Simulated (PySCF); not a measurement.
**Functional benchmark on one molecule**

Molecule: 2-fluoropyridine (Fc1ccccn1, C₅H₄FN).

Cartesian coordinates in Å; atom numbers follow the order of the lines, from 1:
```xyz
11

F    -1.9307   -1.7183   -0.0548
C    -0.8902   -0.8970   -0.0445
C    -1.1296    0.4780   -0.0709
C    -0.0170    1.3092   -0.0592
C     1.2581    0.7411   -0.0227
C     1.3548   -0.6468    0.0008
N     0.2928   -1.4535   -0.0100
H    -2.1513    0.8590   -0.0992
H    -0.1434    2.3945   -0.0786
H     2.1566    1.3604   -0.0127
H     2.3347   -1.1361    0.0297
```

Geometry PBE0-D3(BJ)/def2-SVP throughout; GIAO in PySCF 2.14, gas phase, one conformer, non-relativistic; equivalent atoms averaged; basis pcSseg-1.

Reference values (estimated from measurements, as parent shift plus tabulated substituent increments; solution, not stated per compound (mostly CDCl3 or CCl4); Pretsch, Buehlmann, Badertscher, Structure Determination of Organic Compounds, 4th ed. (2009)): δ(C2) = 163.7 ppm, δ(C3) = 109.7 ppm, δ(C4) = 141.3 ppm, δ(C5) = 121.2 ppm, δ(C6) = 147.8 ppm, δ(H8) = 6.95 ppm, δ(H9) = 7.78 ppm, δ(H10) = 7.20 ppm. Computed shifts are taken against TMS, calculated as an isolated molecule at each level.

How do the functionals HF, KT2, B3LYP, PBE0, mPW1PW91, WP04, B97-2, BHandHLYP, LC-wPBE perform against the reference? Times are CPU seconds on shared hosts with different chips, so compare them loosely; the GGAs took longer than the global hybrids here, which isn't the general rule, and the cause wasn't traced.

Answers


```csv
functional,kind,C2,C3,C4,C5,C6,H8,H9,H10,mean abs. error C,mean abs. error H,core-s
HF,Hartree–Fock,171.7,112.2,152.9,123.1,159.0,6.92,8.12,7.08,7.0,0.16,5.3
KT2,GGA,161.3,104.9,133.5,115.6,143.1,6.53,7.44,6.73,5.1,0.41,17
B3LYP,global hybrid,172.1,114.4,146.0,125.9,154.9,6.73,7.65,6.95,5.9,0.20,10
PBE0,global hybrid,170.6,114.0,145.8,125.3,154.6,6.84,7.80,7.09,5.3,0.08,11
mPW1PW91,global hybrid,170.7,114.1,145.9,125.3,154.7,6.83,7.78,7.07,5.4,0.08,10
WP04,global hybrid,172.5,114.8,145.2,125.6,154.4,6.62,7.47,6.84,5.8,0.33,10
B97-2,global hybrid,167.6,111.3,142.5,122.3,151.3,6.77,7.72,7.01,2.3,0.14,11
BHandHLYP,global hybrid,172.9,115.2,149.6,126.6,157.5,6.86,7.84,7.06,7.6,0.10,10
LC-wPBE,range-separated hybrid,176.3,118.6,153.2,129.5,160.8,6.97,7.99,7.21,10.9,0.08,18
```

For $^{13}$C the closest is B97-2 (2.3 ppm) and the furthest LC-wPBE (10.9 ppm).

For $^{1}$H the closest is LC-wPBE (0.08 ppm, with PBE0, mPW1PW91, BHandHLYP practically level) and the furthest KT2 (0.41 ppm). One molecule is a small sample, and vibrational and solvent effects are absent from the calculation.
